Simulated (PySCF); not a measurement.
# Tin: highly charged ions in a basis for the neutral atom

Sn¹⁵⁺ [Ar] 3d10 4s2 4p5, Sn¹⁶⁺ [Ar] 3d10 4s2 4p4. Calculation: PySCF 2.14, in x2c-SVPall (6s5p3d, 36 functions); scalar relativity by spin-free X2C-1e. No spin-orbit coupling, so a gap to NIST mixes the basis error with missing relativistic terms.

Changed run: basis of the neutral atom used for a highly charged ion. This setting is unsound on purpose.

```json
{"species": "Sn¹⁵⁺", "method": "UHF", "sound run (hartree)": "not run", "changed run (hartree)": "-6091.02263", "converged": "yes"}
{"species": "Sn¹⁵⁺", "method": "M06-L", "sound run (hartree)": "not run", "changed run (hartree)": "-6092.87811", "converged": "yes"}
{"species": "Sn¹⁵⁺", "method": "BP86", "sound run (hartree)": "not run", "changed run (hartree)": "-6093.59627", "converged": "yes"}
{"species": "Sn¹⁶⁺", "method": "UHF", "sound run (hartree)": "not run", "changed run (hartree)": "-6075.88966", "converged": "yes"}
{"species": "Sn¹⁶⁺", "method": "M06-L", "sound run (hartree)": "not run", "changed run (hartree)": "-6077.69668", "converged": "yes"}
{"species": "Sn¹⁶⁺", "method": "BP86", "sound run (hartree)": "not run", "changed run (hartree)": "-6078.39117", "converged": "yes"}
```

Ionisation energy of Sn¹⁵⁺:

```json
{"method": "UHF", "changed run (eV)": "411.79", "NIST (eV)": "407 ± 3"}
{"method": "M06-L", "changed run (eV)": "413.11", "NIST (eV)": "407 ± 3"}
{"method": "BP86", "changed run (eV)": "413.75", "NIST (eV)": "407 ± 3"}
```

The contracted functions were made for the neutral atom and can be too rigid for a highly charged ion.
